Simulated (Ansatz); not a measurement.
`COCC[SiH3]` → `[CH2]COC`• + `[SiH3]`•  (homolysis of the C–Si bond)

Computed with Ansatz on PBE0-D4/def2-TZVP structures; ΔE is electronic, products minus reactants. CBS: MP2 limit from def2 TZ/QZ plus the TZ coupled-cluster correction, frozen cores. This one scheme is used for every species. Functionals use def2-TZVPP. B3LYP here is the variant with VWN-RPA as its local correlation; programs differ in this. No spin–orbit coupling; open shells (•) take unrestricted orbitals. One conformer a species, not always the lowest.

```csv
level,ΔE (eV)
B3LYP-D4,3.72
r2SCAN,3.57
```

(1) What does CCSD(T)/CBS give? (An estimate is asked.)

Largest T1 diagnostic among the species: 0.015.

Results:

(1) Ansatz gave: +3.97 eV. The listed levels differ from it by -0.25, -0.40 eV.

In def2-TZVPP, CCSD(T) changes the Hartree–Fock value by +1.11 eV (the triples alone add +0.10 eV) and MP2 by +1.27 eV; breaking electron pairs costs correlation energy, which Hartree–Fock lacks. At CCSD(T), def2-SVP lies −0.23 eV from the extrapolated value and def2-TZVPP −0.11 eV: correlation converges slowly with the basis, and small sets miss more of it in the bonded molecule than in its fragments. From BLYP to BHLYP (50 % exact exchange), in def2-TZVPP and without D4, ΔE moves by +0.11 eV.

CCSD(T)/CBS has its own doubt, a few kJ/mol and more with outer-core shells, so smaller differences from it don't rank the levels.
